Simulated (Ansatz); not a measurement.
# Energy profile

The step: GeH₃F ([F][GeH3]) + H → GeH₃ + HF; bonds formed: F1–H3; bonds broken: F1–Ge2 (atoms numbered as in the saddle structure below).

F1  (-1.309, -0.192, -1.056)
Ge2  (0.154, 0.083, 0.292)
H3  (0.074, -0.496, -1.346)
H4  (-0.136, 1.572, 0.472)
H5  (1.696, -0.134, 0.301)
H6  (-0.480, -0.833, 1.337)
(Å)

Electronic energies by CCSD(T) at an estimated basis limit (MP2 extrapolated from triple and quadruple zeta, plus CCSD(T) − MP2 in triple zeta), on PBE0-D4/def2-TZVP structures; GeH$_{4}$F, doublet; no counterpoise correction; spin–orbit coupling, which lowers free halogen atoms and radicals such as OH and SH, is left out. Computed with Ansatz 0.2.0 (basis: def2-TZVPP and def2-QZVPP); correlated methods freeze the cores; orbitals are unrestricted. Filled d shells of the heavier atoms are correlated. The def2 sets are not built for correlating such inner shells, so the correlated values are less sure here. Extrapolation: Hartree–Fock as exp(−7.88 √X), correlation as X^−2.97.

**Question.** Give the profile in kcal/mol, counted from the separated reactants. (To be estimated.)

**Answer.** Computed:
```
                                                                                      point  kcal/mol
separated: GeH$_{3}$F (linked as [F][GeH3]; F1, Ge2, H4, H5, H6; singlet) + H (H3; doublet)      0.00
                                                                            start structure     -0.16
                                                                                     saddle     22.91
                                                                              end structure    -13.55
                     separated: HF (F1, H3; singlet) + GeH$_{3}$ (Ge2, H4, H5, H6; doublet)    -11.87
```

The T1 diagnostic stays at or below 0.016. ⟨S²⟩ of the unrestricted Hartree–Fock references: 0.75 to 0.77 (a pure state has 0.75).

Radical steps of this kind take place in plasma deposition and etching.

For scale, one of the runs: CCSD(T)/def2-TZVPP, 135 basis functions, launched by `ansatz run in.yaml --threads 2 --pin off --events-out ev --progress --plain --max-ram 4352MiB`. Time: 72 s of wall clock on 2 CPU threads of an Arm Neoverse V1; the host was shared. Peak host memory: 1.7 GiB.
